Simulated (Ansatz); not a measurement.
The cluster Li₇Sn (the lowest doublet isomer of a short search). Charge 0, multiplicity 2. Geometry PBE0-D4/def2-TZVP, basis def2-TZVP, Ansatz.

```
atom   x (Å)   y (Å)   z (Å)
 Li1   1.290   0.415   1.042
 Li2  -1.974   0.583   1.880
 Li3   1.428  -0.850  -1.480
 Li4   3.744   1.251  -0.782
 Li5   0.670   1.936  -1.268
 Li6  -0.893  -2.144   1.207
 Li7  -3.352  -1.123  -0.128
 Sn8  -0.912  -0.069  -0.471
```

```csv
run,HOMO (eV),LUMO (eV)
A,-2.27,-1.85
B,-2.53,-1.94
C,-2.33,-2.02
D,-3.00,-1.34
E,-4.38,-0.01
F,-2.95,-1.43
```

In the def2 sets Sn takes a core potential; there is no spin–orbit coupling. LC-ωPBE has ω = 0.4 bohr⁻¹. The structure comes from a short search, and lower isomers may exist.

HOMO and LUMO are taken over both spins.

Q: The runs used B97M-V, BLYP, LC-ωPBE, PBE, PBE0, r2SCAN0. Estimate which is which.

A: A BLYP (0 % exact exchange); B PBE (0 % exact exchange); C B97M-V (0 % exact exchange); D r2SCAN0 (25 % exact exchange); E LC-ωPBE (range-separated); F PBE0 (25 % exact exchange). Exact exchange lowers occupied and raises empty levels; among semilocal functionals meta-GGAs tend to open the gap a little, and such runs are hard to tell apart. The gap grows from 0.31 eV (B97M-V) to 4.37 eV (LC-ωPBE). At r2SCAN0-D4/def2-TZVP the charge 0 doublet is spin-contaminated (final ⟨S²⟩ up to 0.88, 0.75 for a pure state).
